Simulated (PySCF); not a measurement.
ZrCl4, SMILES [Cl][Zr]([Cl])([Cl])[Cl], multiplicity 1.

The structure is a stationary point at PBE-D3(BJ)/def2-SVP. The multiplicity is an assumed one; other spin states were not compared. The isomer is the one that the SMILES or the coordinates give; other isomers of the formula were not compared. The def2 effective core potentials stand for the cores of Zr; spin–orbit coupling is left out.

Calculation: PBE0/def2-TZVP run with PySCF.

The molecule is in vacuum.

Computed frontier levels, gap, dipole moment and polarisability:
```
Item                                                                                                            Value
---------------------------------------------------------------------------------------------  ----------------------
highest occupied level                                                                                       -9.73 eV
lowest empty level                                                                                           -2.81 eV
orbital gap                                                                                                   6.92 eV
dipole moment                                                                                                  0.00 D
quadrupole, principal values (traceless, Buckingham form, about the centre of nuclear charge)    0.00, 0.00, 0.00 D·Å
mean static polarisability                                                                      89.5 bohr³ (13.27 Å³)
polarisability, principal values                                                               89.5, 89.5, 89.5 bohr³
```
